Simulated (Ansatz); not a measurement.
Spectroscopic constants of NaC-, multiplicity 5 (an upper state: multiplicity 3 came lower at CCSD(T)/def2-TZVPP on PBE0 minima).

Constants: fifth-degree fit in 1/R to seven points, most abundant isotopes. In def2 and cc sets the state is the lowest found near the PBE0 minimum, followed along R.

Correlated levels freeze the inner cores; with def2 sets outer-core shells near the valence are correlated too.

Programs: Ansatz (Gaussian orbitals). Each number belongs to the level named beside it.

Energies at CCSD(T)/def2-TZVPP:

| R (Å) | E (hartree) |
|---|---|
| 2.196256 | -199.89091020 |
| 2.255295 | -199.89212897 |
| 2.309611 | -199.89269257 |
| 2.371012 | -199.89281844 |
| 2.432412 | -199.89251539 |
| 2.503259 | -199.89175606 |
| 2.585914 | -199.89045915 |

Task: With a reduced mass of 7.8845 u, find the minimum, the force constant and the constants.

Result: A fifth-degree polynomial in 1/R puts the minimum at r_e = 2.3562 Å with force constant 52.4 N/m. Then ω_e = (1/2πc)√(k/μ) = 336 cm⁻¹ and B_e = h/(8π²cμr_e²) = 0.3851 cm⁻¹; the cubic and quartic terms give α_e = 0.0057 and ω_e x_e = 3.2 cm⁻¹.

Ansatz is an electronic-structure program.
